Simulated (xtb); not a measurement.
Input for xtb: GFN1-xTB on MoH, 2S+1 = 6, a spin state set in the input, which need not be the lowest, a point of a bond scan (R = 1.721 Å).

```
$ xtb mol.xyz --gfn 1 --sp --chrg 0 --uhf 5
2

Mo     0.00000000     0.00000000     0.00000000
H      0.00000000     0.00000000     1.72119800
```

### Question
What total energy does the run end on?

### Answer
-2.3890 hartree.
